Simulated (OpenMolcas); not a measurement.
V3+: ligand-field states by method

V3+ with 6 ligands (fluoride) in octahedral coordination (Oh) at 1.95 Å. A charge of +0.5 e stands 3.2 Å behind each ligand. Ligand basis ANO-RCC-VDZP.

```json
{
 "Program": "OpenMolcas 26.06",
 "Basis": "ANO-RCC-VTZP [6s5p3d2f1g]",
 "Scalar Hamiltonian": "DKH2, point nucleus",
 "Active space": "2 electrons in 5 orbitals (3d)",
 "State averaging": "2S+1 = 3 even, 10 roots; 2S+1 = 1 even, 15 roots",
 "Spin-orbit coupling": "RASSI with atomic mean-field integrals over the reference wave functions"
}
```

I. CASSCF
II. SS-CASPT2, IPEA 0.25 Eh, imaginary shift 0.1 Eh (closed shells correlated: 3s 3p and the ligand valence shells)
III. SS-CASPT2, IPEA 0.25 Eh, imaginary shift 0.1 Eh (closed shells correlated: the ligand valence shells only)

Spin-free states (labels of O, the rotations of Oh) in cm-1, each column counted from its own energy of the first state listed:

```csv
State,Degeneracy,I,II,III
3T1,3,0,0,0
3T2,3,12872,14350,13880
1T2,3,14186,10730,11880
1E,2,14547,11290,12380
3T1,3,26482,24760,25540
3A2,1,27341,30150,29290
1A1,1,28564,23060,24910
1T2,3,29231,27070,27980
1T1,3,32335,30190,31150
1E,2,43504,42620,43020
1A1,1,64956,58190,58620
```

From I to II, I's first state of the same spin (3T2) moves from 12872 to 14350 cm-1, by about +1500 cm-1.

From I to II, I's first state of another spin (1T2) moves from 14186 to 10730 cm-1, by about -3500 cm-1.

I: A least-squares ligand-field fit to the states below 45000 cm-1, each weighted by its degeneracy and with a free common offset, gives 10Dq = 14482 cm-1, B = 1006 cm-1 and C = 3738 cm-1 (C/B = 3.72), with an rms deviation of 75 cm-1. The same method and metal basis give the free ion B = 1080 cm-1 (fit to its terms below 60000 cm-1, rms deviation 55 cm-1), so the nephelauxetic ratio is β = 1006 / 1080 = 0.93; it hangs on how both fits weigh the states, and computed free-ion B values tend to be too large, so β mixes covalency with correlation.

II: A least-squares ligand-field fit to the states below 45000 cm-1, each weighted by its degeneracy and with a free common offset, gives 10Dq = 15933 cm-1, B = 797 cm-1 and C = 2910 cm-1 (C/B = 3.65), with an rms deviation of 205 cm-1. The same method and metal basis give the free ion B = 978 cm-1 (fit to its terms below 60000 cm-1, rms deviation 640 cm-1), so the nephelauxetic ratio is β = 797 / 978 = 0.81; it hangs on how both fits weigh the states, and computed free-ion B values tend to be too large, so β mixes covalency with correlation.

III: A least-squares ligand-field fit to the states below 45000 cm-1, each weighted by its degeneracy and with a free common offset, gives 10Dq = 15529 cm-1, B = 881 cm-1 and C = 3159 cm-1 (C/B = 3.58), with an rms deviation of 174 cm-1. 

From I to II, 10Dq changes by +10 %, B by -21 % and C by -22 %.

χT at 300 K: I 0.89, II 0.89, III 0.89 cm3 K/mol.

Roots that are degenerate in the reference are averaged as groups; the widest CASPT2 spread within a group is 38 cm-1 (the 3-fold group of multiplicity 1 near 30200 cm-1 above the lowest state of its run, II). Shifts and gaps below about the spread of the groups concerned are not significant. Over all roots computed the reference weight is 0.71 to 0.72 in II, 0.74 to 0.75 in III; a low but even weight reflects the number of correlated electrons. An orbital triplet at a regular site is open to Jahn-Teller coupling, which can distort the site and quench the lowest spin-orbit gaps and is left out. Ligand-to-metal charge-transfer states are missing. With no ligand orbital active B as a rule stays too high, so bands that hang on it stand too high and its fall with covalency is understated. Without dynamic correlation the repulsion within the d shell is too large (B by tens of per cent), so at a given field states of lower spin stand too high (holds for I). With metal d orbitals alone and no dynamic correlation the field as a rule comes out too small, by tens of per cent, by up to half for chloride and softer ligands (holds for I). With one d shell and no ligand orbital active, 10Dq can be off by a tenth or more (holds for II; III). No measured value stands beside these numbers; the geometry is a model, was not optimised and need not be the one that this ion takes.
